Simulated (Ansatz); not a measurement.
B₂O₅H₄ (the lowest singlet isomer of a short search), 11 atoms. Hardware: 4 threads of Arm Neoverse V2 on a shared host.

Correlated methods freeze 7 core orbitals. In CCSD on the charge 1 doublet the largest single amplitude is 0.30, so its Hartree–Fock determinant may place the open shell otherwise than the density functionals do.

**Question.** How many basis functions does each of these Ansatz runs have, and roughly what does it cost? r2SCAN0-D4/def2-TZVP, charge 0 singlet, energy, from earlier orbitals; PBE0-D4/def2-TZVP, charge 1 doublet, energy, from earlier orbitals; PBE-D4/def2-TZVP, charge 0 triplet at the geometry of the charge 0 singlet, energy, from earlier orbitals; CCSD(T)/def2-SVP, charge 0 singlet, energy, from earlier orbitals; CCSD(T)/def2-SVP, charge 1 doublet at the geometry of the charge 0 singlet, energy, from earlier orbitals; PBE-D4/def2-TZVPD, charge -1 doublet at the geometry of the charge 0 singlet, energy, from earlier orbitals; PBE0-D4/def2-TZVPD, charge 0 singlet, energy, from earlier orbitals; ωB97X-V/def2-TZVP, charge 0 singlet, energy, from earlier orbitals; RPA@PBE/def2-TZVP, charge 0 singlet, energy, from earlier orbitals; PBE0-D4/def2-SVP, charge 0 singlet, energy, from earlier orbitals; PBE-D4/def2-SVP, charge 0 singlet, relaxation, 30 steps; PBE-D4/def2-SVP, charge 1 doublet, relaxation, 9 steps.

**Answer.** Other jobs shared the machine, so times can vary by a factor of up to 3. A dash marks memory too small to be measured apart from the calling script's.

| run | functions | fitting or Cholesky vectors | wall time | peak host memory (GiB) |
| --- | --- | --- | --- | --- |
| PBE0-D4/def2-SVP, charge 0 singlet, energy, from earlier orbitals | 118 | 1255 | 1.2 s | – |
| PBE-D4/def2-TZVP, charge 0 triplet at the geometry of the charge 0 singlet, energy, from earlier orbitals | 241 | 1269 | 4.1 s | – |
| r2SCAN0-D4/def2-TZVP, charge 0 singlet, energy, from earlier orbitals | 241 | 1269 | 4.9 s | 0.6 |
| PBE0-D4/def2-TZVPD, charge 0 singlet, energy, from earlier orbitals | 310 | 1454 | 5.5 s | 0.88 |
| RPA@PBE/def2-TZVP, charge 0 singlet, energy, from earlier orbitals | 241 | 1639 | 6.5 s | 0.59 |
| PBE0-D4/def2-TZVP, charge 1 doublet, energy, from earlier orbitals | 241 | 1269 | 7 s | 0.76 |
| ωB97X-V/def2-TZVP, charge 0 singlet, energy, from earlier orbitals | 241 | 1269 | 8 s | 0.71 |
| PBE-D4/def2-SVP, charge 1 doublet, relaxation, 9 steps | 118 | 1255 | 14 s | – |
| CCSD(T)/def2-SVP, charge 0 singlet, energy, from earlier orbitals | 118 | 1133 | 16 s | 0.75 |
| PBE-D4/def2-TZVPD, charge -1 doublet at the geometry of the charge 0 singlet, energy, from earlier orbitals | 310 | 2084 | 20 s | 1.2 |
| PBE-D4/def2-SVP, charge 0 singlet, relaxation, 30 steps | 118 | 1255 | 24 s | – |
| CCSD(T)/def2-SVP, charge 1 doublet at the geometry of the charge 0 singlet, energy, from earlier orbitals | 118 | 1133 | 87 s | 1.8 |
